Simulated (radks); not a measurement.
Er V, configuration [Xe] 4f10.

Calculated with a radial shooting solver on a logarithmic mesh with Libxc functionals: scalar-relativistic Kohn-Sham, LDA (Slater exchange, VWN5 correlation), spin-polarised, spherical densities, finite nucleus; open shells are filled with parallel spins first (spin-orbit coupling, left out, can overturn this in heavy ions); Fermi nuclear charge, rms radius 5.2516 fm.

Energy parts (eV):
part                      energy
total                 -355750.07
kinetic                385535.61
electron-nucleus      -869772.70
Hartree                135767.35
exchange-correlation    -7280.33

Orbitals (lengths in bohr, moments of r in powers of bohr; r(max) is where P^2 peaks):
orbital  occ.  eigenvalue (eV)   r(max)
1s down     1        -57364.67  0.01287
1s up       1        -57364.67  0.01287
2s up       1        -9684.881  0.07330
2s down     1        -9684.793  0.07330
2p up       3        -8577.233  0.05957
2p down     3        -8577.168  0.05957
3s up       1        -2214.735   0.2074
3s down     1        -2212.800   0.2074
3p up       3        -1877.677   0.2041
3p down     3        -1875.753   0.2040
3d up       5        -1454.166   0.1664
3d down     5        -1452.666   0.1663
4s up       1        -482.6183   0.4737
4s down     1        -478.7813   0.4736
4p up       3        -371.3388   0.4949
4p down     3        -367.5797   0.4949
4d up       5        -222.0706   0.5105
4d down     5        -218.4210   0.5105
5s up       1        -100.3695    1.087
5s down     1         -98.7147    1.092
5p up       3         -72.3457    1.223
5p down     3         -71.1114    1.232
4f up       7         -58.0329   0.4993
4f down     3         -54.7219   0.5009

The highest occupied level is 4f down at -54.722 eV. The electron density at the nucleus is 9.16e+05 e/bohr^3 (large components only). The spin density at the nucleus is -0.37 e/bohr^3 (1s 0.01, 2s -1.38, 3s -12.64, 4s 3.19, 5s 10.46). Spin moment in Bohr magnetons: 4. Summed over all electrons, <r^2> = 30.30 bohr^2, which gives a Langevin (diamagnetic) susceptibility term of -24 x 10^-6 cm^3/mol. The density falls to 0.001 e/bohr^3 at r = 2.97 bohr.
